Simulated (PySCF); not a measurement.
A GIAO shielding run with PySCF (density fitting, non-relativistic, gas phase) on `O=CN1[SiH2]N[SiH2]CN[Si@@H]1O`, C2H11N3O2Si3:

```
$ OMP_NUM_THREADS=1 python probes_run.py task.json out

{"job": {"kind": "nmr", "xc": "PBE0", "basis": "pcSseg-1"}, "charge": 0, "multiplicity": 1}
O      2.502502     2.466686    -0.580560
C      2.433737     1.264870    -0.420965
N      1.369348     0.555819    -0.028923
Si     1.581531    -1.154144     0.287635
N      0.141474    -2.039091    -0.038808
Si    -1.468007    -1.743757     0.534484
C     -2.296060    -0.319486    -0.423094
N     -1.439710     0.827628    -0.633543
Si    -0.164472     1.403566     0.344973
O     -0.010374     2.953890    -0.061491
H      3.325570     0.638578    -0.601297
H      2.607028    -1.658956    -0.622868
H      1.935421    -1.282365     1.704545
H      0.224658    -2.753244    -0.741586
H     -1.393666    -1.444858     1.965264
H     -2.216320    -2.978467     0.268108
H     -3.211971    -0.018941     0.104326
H     -2.620689    -0.686464    -1.404817
H     -1.906661     1.552478    -1.161059
H     -0.310791     1.241905     1.793239
H      0.908531     3.191295    -0.284036
```

Hardware: 1 thread of an Arm Neoverse N1, shared host. The job also computes population analyses, field gradients, ring-centre shieldings.

(1) How large is the calculation?

(2) How long does it take, and how much memory does it need?

Results:

(1) 102 electrons, 246 basis functions and 1337 auxiliary functions.

(2) 2.3 min of wall time, with 15 SCF cycles and 5 response iterations; peak memory 1.1 GiB. Times on a shared host scatter by some tens of per cent.
